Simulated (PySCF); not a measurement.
C4H10NSi2 (charge -1).
Bonds: C1–C2, C2–C3 (triple), C3–Si4, Si4–N5, N5–Si6, Si6–C7. Hydrogens: H8, H9, H10 on C1; H11, H12 on Si4; H13, H14 on Si6; H15, H16, H17 on C7.

Computed geometry: GFN2-xTB, gas phase.

Entries marked ? are missing. Bonds in one row agree within 0.01 Å.

```
            coordinate    value
                 C1–C2        ?
                 C2≡C3  1.203 Å
                C3–Si4        ?
                Si4–N5        ?
                N5–Si6        ?
                Si6–C7  1.907 Å
  C1–H8, C1–H9, C1–H10  1.093 Å
      Si4–H11, Si4–H12  1.501 Å
      Si6–H13, Si6–H14  1.502 Å
C7–H15, C7–H16, C7–H17  1.087 Å
              C1–C2–C3        ?
             C2–C3–Si4        ?
             C3–Si4–N5   108.4°
            Si4–N5–Si6   135.4°
             N5–Si6–C7        ?
```

Fill in the missing values.

- C1–C2 = 1.458 Å, drawn single (propargylic carbon to alkyne carbon); 0.01 Å above the sum of covalent radii, 1.45 Å.
- C3–Si4 = 1.874 Å, drawn single (alkyne carbon to SiH2 silicon); 0.07 Å above the sum of covalent radii, 1.80 Å.
- Si4–N5 = 1.669 Å, drawn single (ends: SiH2 silicon; nitrogen bonded to 2 Si); 0.15 Å below the sum of covalent radii, 1.82 Å.
- N5–Si6 = 1.667 Å, drawn single (ends: nitrogen bonded to 2 Si; SiH2 silicon); 0.15 Å below the sum of covalent radii, 1.82 Å.
- C1–C2–C3 = 179.7°, at the alkyne carbon; the outer atoms are 2.661 Å apart.
- C2–C3–Si4 = 179.3°, at the alkyne carbon; the outer atoms are 3.077 Å apart.
- N5–Si6–C7 = 109.2°, at the SiH2 silicon; the outer atoms are 2.916 Å apart.

Radii are Cordero's, carbon taken as 0.76, 0.73 or 0.69 Å for four, three, and two or fewer neighbours.

Whether it is a minimum is left open (no frequencies). Torsions: C3–Si4–N5–Si6 180°, Si4–N5–Si6–C7 180°.

One conformer stands for the species.
